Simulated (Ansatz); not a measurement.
CuAg₂. Charge 0, multiplicity 2. Geometry PBE-D4/def2-TZVP.

```xyz
3

Ag   -0.838    1.969   -0.463
Ag    1.300   -1.754   -0.164
Cu   -0.462   -0.215    0.627
```

In the def2 sets Ag takes a core potential; there is no spin–orbit coupling. The structure comes from a short search, and lower isomers may exist.

(1) Estimate the α-spin orbital energies around the gap (eV) in Ansatz with PBE-D4/def2-SVP, PBE-D4/def2-TZVP, r2SCAN-D4/def2-TZVP, r2SCAN-D4/def2-TZVPD, PBE0-D4/def2-SVP.

Answers

(1) 
| orbital | PBE-D4/def2-SVP | PBE-D4/def2-TZVP | r2SCAN-D4/def2-TZVP | r2SCAN-D4/def2-TZVPD | PBE0-D4/def2-SVP |
| --- | --- | --- | --- | --- | --- |
| HOMO−9 | -7.25 | -7.30 | -7.52 | -7.53 | -9.05 |
| HOMO−8 | -7.23 | -7.28 | -7.50 | -7.51 | -9.04 |
| HOMO−7 | -7.23 | -7.28 | -7.50 | -7.51 | -9.03 |
| HOMO−6 | -5.82 | -5.95 | -6.05 | -6.06 | -7.01 |
| HOMO−5 | -5.48 | -5.69 | -5.74 | -5.74 | -6.98 |
| HOMO−4 | -5.26 | -5.54 | -5.58 | -5.58 | -6.94 |
| HOMO−3 | -5.20 | -5.52 | -5.56 | -5.57 | -6.94 |
| HOMO−2 | -5.14 | -5.51 | -5.54 | -5.55 | -6.92 |
| HOMO−1 | -5.10 | -5.42 | -5.44 | -5.45 | -6.32 |
| HOMO | -4.38 | -4.49 | -4.57 | -4.57 | -4.87 |
| LUMO | -2.70 | -2.82 | -2.61 | -2.62 | -1.91 |
| LUMO+1 | -1.39 | -1.45 | -1.21 | -1.29 | -0.78 |
| LUMO+2 | -1.33 | -1.40 | -1.17 | -1.19 | -0.74 |
| LUMO+3 | -0.90 | -0.98 | -0.74 | -0.75 | -0.25 |
| LUMO+4 | -0.26 | -0.30 | 0.02 | 0.01 | 0.30 |
| LUMO+5 | 0.18 | 0.15 | 0.60 | 0.58 | 0.78 |
| β HOMO | -5.03 | -5.37 | -5.40 | -5.41 | -5.91 |
| β LUMO | -4.01 | -4.12 | -3.86 | -3.86 | -3.14 |
